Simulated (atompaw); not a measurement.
## PBE PAW (atompaw) dataset for Pm (Z = 61), scalar-relativistic all-electron reference.

```
Element                 : promethium
Generator               : atompaw 4.2.0.5
Type                    : PAW
Functional              : PBE
Relativity              : scalar-relativistic
Frozen core             : [Kr] 4d10
Valence charge          : 15
Reference configuration : 4f4.5 5s2 5p6 5d0.5 6s2 6p0
Partial waves           : 5s (bound): rc 2.70 bohr; 6s (bound): rc 3.00 bohr; 5p (bound): rc 2.05 bohr; 6p (bound, empty): rc 2.45 bohr; 5d (bound): rc 3.00 bohr; 5d channel at 0.75 Ry: rc 3.00 bohr; 4f (bound): rc 1.80 bohr; 4f channel at 2.75 Ry: rc 1.80 bohr
Local potential         : bessel scheme, radius 2.20 bohr
Core correction         : smooth core density matched at 2.95 bohr
Augmentation charge     : gaussian compensation charge, radius 2.65 bohr; PAW radius 3.00 bohr; waves and projectors: custom rrkj gramschmidtortho
```

Poles of the logarithmic derivatives, all-electron (AE) and pseudo (PS). s: poles at -3.1, 2.5 (AE) and -3.1, 2.5 (PS) Ry. p: poles at -1.6, 3.7 (AE) and -1.6, 3.7 (PS) Ry. d: poles at 0.6 (AE) and 0.6 (PS) Ry. f: poles at -0.3, 3.2 (AE) and -0.3, 3.2 (PS) Ry. Test radius 3.02 bohr.

- Cutoffs needed: 40 Ry and 70 Ry (the cutoffs (Ry, on a coarse ladder) from which the occupation-weighted sum of valence levels, in a spherical-Bessel basis at the reference potential, stays within 10 and 1 mRy of its value at 400 Ry)
- Ghost test: no extra level below or beside the all-electron valence levels (s, p, d, f tested) (spherical-Bessel basis up to 400 Ry, 20 bohr box)
- Lowest eigenvalue of the overlap operator: 0.14 (p channel)
- Overlap eigenvalues printed by atompaw (projector basis): 0.0618, 0.253, 0.597, 0.894, 3.66, 11.7, 25.3, 52.4
- Share of each valence orbital outside the PAW sphere: 5s 1 %, 6s 81 %, 5p 3 %, 6p 95 %, 5d 43 %, 4f 1 %
